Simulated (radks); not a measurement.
Q: Coherent X-ray form factor from a spherical all-electron density. Calculated with a radial shooting solver on a logarithmic mesh with Libxc functionals: scalar-relativistic Kohn-Sham, PBE, spin-polarised, spherical densities, finite nucleus; Fermi nuclear charge, rms radius of each element as measured or else 0.836 A^(1/3) + 0.57 fm.

| sin(theta)/lambda (1/angstrom) | f0 (electrons) |
|---|---|
| 0.05 | 17.649 |
| 0.1 | 16.678 |
| 0.15 | 15.302 |
| 0.2 | 13.771 |
| 0.25 | 12.292 |
| 0.3 | 10.992 |
| 0.4 | 9.069 |
| 0.5 | 7.888 |
| 0.6 | 7.117 |
| 0.8 | 5.949 |
| 1 | 4.849 |
| 1.25 | 3.628 |
| 1.5 | 2.723 |
| 2 | 1.752 |

The species is in the configuration that NIST lists as its ground one. Which atom or ion scatters so?

A: The potassium ion K+, [Ar]. Extrapolating in s^2 from the first two rows gives f0(0) = 18.0, near the electron count 18; among species with that count, the fall with angle is slower the higher Z, and the table is that of Z = 19; from so few rows the species is fixed only to a neighbour or two.
